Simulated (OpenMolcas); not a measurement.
# Ionisation energies of cobalt

```
Program             : OpenMolcas
Basis               : ANO-RCC [10s9p8d6f4g2h]
Scalar Hamiltonian  : DKH2, point nucleus
Spin-orbit coupling : state interaction with AMFI integrals over the reference wave functions, term energies averaged over their components
```

Active shells in each charge state: the valence d shell, with orbitals averaged over the low states. Where CASPT2's correlated closed shells are named, they are those of the first ion.

A. CASSCF
B. SS-CASPT2, IPEA 0.25 Eh, imaginary shift 0.1 Eh (closed shells correlated: 3s 3p)
C. SS-CASPT2, IPEA 0 Eh, imaginary shift 0.1 Eh (closed shells correlated: 3s 3p)
D. SS-CASPT2, IPEA 0.25 Eh, imaginary shift 0.1 Eh (closed shells correlated: 2s 2p 3s 3p)
E. SS-CASPT2, IPEA 0.25 Eh, imaginary shift 0.1 Eh (closed shells correlated: none)

Energies in eV between the lowest computed levels, named as in B; reference values from the NIST Atomic Spectra Database with their kind.

```json
{"From": "Co4+ 3d5 6S 5/2", "To": "Co5+ 3d4 5D0", "A": "78.481", "B": "79.720", "C": "79.773", "D": "79.749", "E": "79.339", "Spin-orbit share in B": "-0.137", "Reference": "79.500 (semi-empirical)"}
{"From": "Co5+ 3d4 5D0", "To": "Co6+ 3d3 4F 3/2", "A": "101.558", "B": "102.709", "C": "102.739", "D": "102.753", "E": "102.242", "Spin-orbit share in B": "-0.064", "Reference": "102.000 (semi-empirical)"}
{"From": "Co6+ 3d3 4F 3/2", "To": "Co7+ 3d2 3F2", "A": "128.203", "B": "129.211", "C": "129.262", "D": "129.266", "E": "128.614", "Spin-orbit share in B": "-0.019", "Reference": "128.900 (semi-empirical)"}
{"From": "Co7+ 3d2 3F2", "To": "Co8+ 3d 2D 3/2", "A": "156.715", "B": "157.529", "C": "157.574", "D": "157.592", "E": "156.871", "Spin-orbit share in B": "+0.041", "Reference": "157.800 (semi-empirical)"}
```

Steps that some method lacks are left out, and so are those with a state whose active s or d shell is doubly occupied in every root (s and p with five to eight electrons, d10) over a frozen core shell of the same l, since the two then mix freely.

The lowest level within the active space need not be the ion's true ground level.
